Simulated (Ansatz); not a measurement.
Calculated with Ansatz (gas phase, PBE0-D4/def2-TZVP geometries, no zero-point term in ΔE). CCSD(T)/CBS adds triple-zeta CCSD(T) − MP2 to the extrapolated MP2 energy (def2 sets, frozen cores). This one scheme is used for every species. Functionals use def2-TZVPP. def2 core potentials past Kr. For In outer-core shells are correlated without core-valence functions, which leaves a few kJ/mol of doubt a bond. Each species was taken in one conformer, which may not be the lowest.

`[OH][In]([F])[CH2]F` + dimethylamine → `C[N](C)[In]([OH])[F]` + fluoromethane  (ligand exchange at the In–C bond)

| species | PBE0 energy (Eh) |
| --- | --- |
| `[OH][In]([F])[CH2]F` | -504.80517 |
| `CNC` | -135.04963 |
| `C[N](C)[In]([OH])[F]` | -500.20917 |
| `CF` | -139.65488 |

**Question.** Work out ΔE.

**Answer.** ΔE = (-500.20917) + (-139.65488) − (-504.80517) − (-135.04963) = -0.00925 Eh = -0.25 eV. CCSD(T)/CBS gives -0.44 eV.

Largest T1 diagnostic among the species: 0.016.

From PBE to PBE0 (25 % exact exchange), in def2-TZVPP and without D4, ΔE moves by −0.04 eV. The D4 term adds −0.06 eV with B3LYP and −0.04 eV with PBE0; it sums over pairs of atoms, weighted by their polarisabilities, and B3LYP, whose exchange is more repulsive, gets the larger term.

B3LYP here is the variant with VWN-RPA as its local correlation; programs differ in this.
